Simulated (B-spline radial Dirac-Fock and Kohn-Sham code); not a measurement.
## X-ray form factors of neutral atoms, Se to Cs

Model: configuration-average Dirac-Fock orbitals. Program: a B-spline atomic structure program. f₀ is given at the stated s = sin θ/λ in Å⁻¹. The last column sums ⟨r²⟩ over the electrons.

```csv
Z,element,f₀(0.35),f₀(0.4),f₀(0.5),f₀(1.2),f₀(2.5),Σ⟨r²⟩ (bohr²)
34,Se,21.752,20.329,17.684,7.298,3.658,40.99
35,Br,22.288,20.875,18.308,7.580,3.836,40.10
36,Kr,22.820,21.388,18.870,7.897,4.007,39.10
37,Rb,23.432,21.934,19.391,8.251,4.168,66.80
38,Sr,24.090,22.522,19.902,8.639,4.320,74.32
40,Zr,25.250,23.614,20.900,9.495,4.592,68.97
41,Nb,25.767,24.086,21.346,9.954,4.713,60.73
42,Mo,26.366,24.620,21.798,10.428,4.828,58.30
43,Tc,27.046,25.235,22.290,10.910,4.937,61.52
44,Ru,27.667,25.756,22.705,11.395,5.041,54.17
45,Rh,28.375,26.371,23.176,11.877,5.144,52.37
46,Pd,29.086,26.970,23.626,12.353,5.246,42.98
47,Ag,29.909,27.706,24.180,12.813,5.352,49.16
48,Cd,30.725,28.468,24.783,13.252,5.461,52.35
49,In,31.540,29.248,25.423,13.670,5.577,59.93
50,Sn,32.310,30.016,26.096,14.063,5.702,62.18
51,Sb,33.022,30.750,26.785,14.430,5.836,62.77
52,Te,33.676,31.438,27.471,14.772,5.983,62.59
53,I,34.281,32.077,28.141,15.091,6.142,62.01
54,Xe,34.850,32.671,28.784,15.391,6.314,61.20
55,Cs,35.440,33.241,29.382,15.677,6.501,93.61
```

Values without a named source are computed, but for edge energies of neutral atoms, which are taken from tables.
